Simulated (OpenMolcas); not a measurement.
## OpenMolcas run: As²⁺

Input:

```
&GATEWAY
Coord
1

As 0.0 0.0 0.0
Basis=ANO-RCC-VTZP
Group=XYZ
NoMove
AngMom=0.0 0.0 0.0
AMFI
&SEWARD
* reference wave functions (RASSCF and RASSI steps not shown): 1 electron in 3 orbitals (4p)
>>> COPY JOB001 $Project.JobIph
&CASPT2
Multistate=3 1 2 3
Frozen=3 6
IPEA=0.0
Imaginary=0.1
MaxIter=60
WThr=0.0 0.3 0.05
PrWF=0.5
NoMix
```

Output, cut to the results:

```
--- CASPT2 ---
Orbital specifications:
      -----------------------

      Symmetry species                           1   2
                                                ag  au
      Frozen orbitals                            3   6
      Inactive orbitals                          6   0
      Active orbitals                            0   3
      Secondary orbitals                        12  13
      Deleted orbitals                           0   0
      Number of basis functions                 21  22
Type of calculation                        MS-CASPT2
      Fock operator                              state-specific
      IPEA shift                                 0.00
      Real shift                                 0.00
      Imaginary shift                            0.10
      The input orbitals will be transformed to quasi-canonical
Reference energy:       -2257.9342908495
      E2 (Non-variational):      -0.0921849413
      Shift correction:          -0.0001728667
      E2 (Variational):          -0.0923578080
      Total energy:           -2258.0266486575
      Residual norm:              0.0000005590
      Reference weight:           0.96750
      Contributions to the CASPT2 correlation energy
      Active & Virtual Only:         -0.0000000000
      One Inactive Excited:          -0.0274198084
      Two Inactive Excited:          -0.0647651329
Reference energy:       -2257.9342908495
      E2 (Non-variational):      -0.0921849413
      Shift correction:          -0.0001728667
      E2 (Variational):          -0.0923578080
      Total energy:           -2258.0266486575
      Residual norm:              0.0000005590
      Reference weight:           0.96750
      Contributions to the CASPT2 correlation energy
      Active & Virtual Only:         -0.0000000000
      One Inactive Excited:          -0.0274198084
      Two Inactive Excited:          -0.0647651329
::    CASPT2 Root  1     Total energy:  -2258.02664866
::    CASPT2 Root  2     Total energy:  -2258.02664866
::    CASPT2 Root  3     Total energy:  -2258.02664866
::    MS-CASPT2 Root  1     Total energy:  -2258.02664866
::    MS-CASPT2 Root  2     Total energy:  -2258.02664866
::    MS-CASPT2 Root  3     Total energy:  -2258.02664866
```

Levels above the lowest, from the spin-orbit matrix with the single-state CASPT2 energies, averaged by term, on its diagonal:

```json
{"Configuration": "4s2 4p", "Term": "2P*", "J": "1/2", "E (cm-1)": "0.0", "Measured (cm-1)": "0.0", "Term weight %": "100"}
{"Configuration": "4s2 4p", "Term": "2P*", "J": "3/2", "E (cm-1)": "2666", "Measured (cm-1)": "2940", "Term weight %": "100"}
```

Against the measured value (Moore, Atomic Energy Levels, vol. II, NSRDS-NBS 35 (1971 reprint of NBS Circular 467, 1952)): 4s2 4p 2P* 3/2: computed 2666, measured 2940 cm-1 (-9.3 %).

With one active electron, CASPT2 adds the correlation within the correlated inactive shells and between them and that electron, and leaves the splitting within a term as the reference gives it. Measured partners are found by configuration, term and J. A level has none where our copy of the source lacks it or the pairing is in doubt (some pairs that miss far off the trend of their configuration count as doubtful), and it then counts in no deviation. Only configurations of the active space appear.

The term weight is that of the spin-free term in the level, not the purity of its configuration. * marks odd parity.
